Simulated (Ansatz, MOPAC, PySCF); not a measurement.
Pair of molecules: GeH4 (SMILES [GeH4]) (first 5 atoms) with GeH4 (SMILES [GeH4]); geometry from B3LYP-D3(BJ)/def2-TZVP, rigid monomers moved along the line of their centres of mass till Ge1···Ge6 is 5.74 Å.
(charge 0, multiplicity 1):
```xyz
10

Ge     0.10619     0.02771     0.00370
H     -0.24517     1.45435     0.44958
H     -1.00348    -0.93383     0.45259
H      1.43439    -0.39355     0.64889
H      0.23962    -0.01694    -1.52573
Ge    -0.19123    -0.04993     5.73333
H      0.21792    -1.45332     5.26382
H     -1.53301     0.32984     5.09050
H      0.88090     0.96264     5.30564
H     -0.33120    -0.03781     7.26278
```

Monomers are frozen at their geometry in the pair; levels with a basis set take the counterpoise correction. Rows marked so take none.

Correlated levels freeze the cores. Filled d and f shells under p-block atoms count as core. Rows in 3-21G, STO-3G carry no dispersion term and start afresh at each structure; the Pople sets are all-electron and without relativity. The state that PM3, PM6 reach isn't checked.

Programs: Ansatz (a program for electronic structure); MOPAC for PM3, PM6 (differences of heats of formation); PySCF for 3-21G rows, STO-3G rows, the dispersion terms. 

```csv
level,interaction energy (meV)
PM3,2.1
PM6,-9.6
HF/STO-3G (no counterpoise),0.6
PBE/def2-TZVPPD,-2.3
PBE-D4/def2-TZVPPD,-12.0
r2SCAN-D4/def2-TZVPPD,-8.4
B3LYP/3-21G (no counterpoise),-3.5
B3LYP/def2-TZVPPD,[?]
SCS-MP2/aug-cc-pVDZ,[?]
```

### Question
Fill in the missing entries.

### Answer

- B3LYP/def2-TZVPPD, interaction energy (meV): 4.2
- SCS-MP2/aug-cc-pVDZ, interaction energy (meV): -5.0
